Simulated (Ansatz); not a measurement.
Stretching the Te1–F2 bond in F2Te (SMILES F[Te]F) (multiplicity 1 held, fragments rigid). Energies count from the point at 1.907 Å.
Geometry at that point (charge 0, multiplicity 1):
```xyz
3

Te     0.0413    -0.0263     0.3272
F      0.5966     1.2887    -0.9380
F     -0.8352    -1.1366    -0.9523
```

R- and RO- levels are restricted; in cc, def2 and unpolarised 6-31G sets they are followed outwards from rest. Unrestricted levels (U-) break spin symmetry where that is lower. Levels need not reach the same state.

Cores are frozen in the correlated methods. Filled d and f shells under p-block atoms count as core.

Codes used: Ansatz (Gaussian orbitals). Each number belongs to the level named beside it. In def2 rows elements past Kr take small-core potentials, without spin–orbit coupling.

Energies in kcal/mol.

```tsv
R (Å)	R-r2SCAN/def2-TZVPP	U-r2SCAN/def2-TZVPP	R-B3LYP/def2-TZVPP	U-B3LYP/def2-TZVPP	U-CCSD/def2-TZVPP
1.526	80.6	80.6	83.6	83.6	79.1
1.717	12.8	12.8	14.1	14.1	11.4
1.907	0.0	0.0	0.0	0.0	0.0
2.098	8.1	8.1	7.2	7.2	9.7
2.289	22.9	22.9	21.6	21.6	26.5
2.575	46.6	44.5	45.0	44.4	53.4
2.861	66.6	61.0	65.3	61.2	71.4
3.338	89.8	74.5	89.5	74.5	81.0
3.815	103.1	80.4	104.1	80.6	82.3
4.387	111.3	83.9	113.9	84.1	82.7
5.150	116.1	85.7	120.3	86.2	82.8
6.104	118.4	86.4	124.0	87.1	82.9
```

Doubts at one or more of the structures used: a restricted determinant that unrestricted orbitals would lower (R-r2SCAN/def2-TZVPP, R-B3LYP/def2-TZVPP); a spin-contaminated determinant (U-r2SCAN/def2-TZVPP, U-B3LYP/def2-TZVPP, U-CCSD/def2-TZVPP); T1 above 0.05 (U-CCSD/def2-TZVPP).

Ansatz is a program for electronic structure.
